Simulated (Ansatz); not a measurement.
A nudged elastic band was laid between two geometries of GeH$_{4}$O$_{3}$ (8 atoms, charge 0, multiplicity 1).

Theory: RKS PBE/def2-SVP in Ansatz.

```
movable images  : 5
climbing image  : yes
spring          : 5.0 eV/Å²
optimiser       : quadratic models (default)
start path      : through a guess of the saddle point
force threshold : 0.03 eV/Å
iteration limit : 60
end points      : relaxed
```

Image 0:

```xyz
8
Properties=species:S:1:pos:R:3
Ge -0.048 -0.125 0.521
H 0.016 0.166 2.034
O 1.479 -0.754 -0.185
H 2.197 -0.095 -0.142
O -0.546 1.422 -0.223
H -0.864 1.269 -1.134
O -1.207 -1.417 0.102
H -0.729 -2.115 -0.385
```

Image 6:

```xyz
8
Properties=species:S:1:pos:R:3
Ge -0.971 0.199 0.729
H 1.664 -0.503 1.581
O 1.420 -0.006 0.775
H 1.126 -0.714 0.133
O -0.943 1.494 -0.527
H -0.653 1.104 -1.377
O -0.509 -1.173 -0.502
H -0.838 -2.050 -0.226
```

Question: Which bonds break or form, and what moves?

Answer: Bonds broken: Ge1–H2, Ge1–O3. Bonds formed: H2–O3. GeH4O3 becomes GeH2O2 + H2O.

Question: What energy profile does the band end with?

Answer: It converged. The highest image is number 4 of 0 to 6, 2.08 eV above the first end and 1.87 eV above the last; the last end lies 0.21 eV above the first. Neighbouring images differ by up to 2.0 eV, so the band resolves the path poorly. A vibrational analysis at the climbing image gives one clearly imaginary mode, 1156i cm⁻¹: a first-order saddle point. The orbitals stay closed-shell, which can raise the energy where a bond breaks towards radicals; this wasn't checked here.

```json
{"image": "0", "path coordinate (Å)": "0.00", "energy (eV)": "0.00", "Ge1–H2 (Å)": "1.54", "Ge1–O3 (Å)": "1.80", "H2–O3 (Å)": "2.81"}
{"image": "1", "path coordinate (Å)": "1.26", "energy (eV)": "0.02", "Ge1–H2 (Å)": "1.54", "Ge1–O3 (Å)": "1.78", "H2–O3 (Å)": "2.65"}
{"image": "2", "path coordinate (Å)": "2.53", "energy (eV)": "0.04", "Ge1–H2 (Å)": "1.55", "Ge1–O3 (Å)": "1.79", "H2–O3 (Å)": "2.66"}
{"image": "3", "path coordinate (Å)": "3.79", "energy (eV)": "0.13", "Ge1–H2 (Å)": "1.55", "Ge1–O3 (Å)": "1.79", "H2–O3 (Å)": "2.67"}
{"image": "4", "path coordinate (Å)": "5.06", "energy (eV)": "2.08", "Ge1–H2 (Å)": "1.63", "Ge1–O3 (Å)": "2.00", "H2–O3 (Å)": "1.49"}
{"image": "5", "path coordinate (Å)": "6.51", "energy (eV)": "0.29", "Ge1–H2 (Å)": "2.75", "Ge1–O3 (Å)": "2.37", "H2–O3 (Å)": "0.98"}
{"image": "6", "path coordinate (Å)": "7.96", "energy (eV)": "0.21", "Ge1–H2 (Å)": "2.86", "Ge1–O3 (Å)": "2.40", "H2–O3 (Å)": "0.98"}
```

Question: What is the geometry of the highest image?

Answer: 
```xyz
8
Properties=species:S:1:pos:R:3:forces:R:3
Ge -0.447 -0.101 0.330 0.00 0.00 0.00
H 0.585 -0.038 1.593 0.00 0.00 0.00
O 1.541 0.111 0.455 0.00 0.00 0.00
H 1.972 -0.753 0.269 0.00 0.00 0.00
O -0.960 1.100 -0.898 0.00 0.00 0.00
H -0.774 2.002 -0.574 0.00 0.00 0.00
O -0.692 -1.623 -0.599 0.00 0.00 0.00
H -0.927 -2.347 0.012 0.00 0.00 0.00
```

The band took 28 iterations and of the order of 2.9 core-minutes.

The run took 91 s on 2 threads of Intel(R) Xeon(R) 6975P-C (Granite Rapids), on a shared host, peak memory 0.14 GiB.
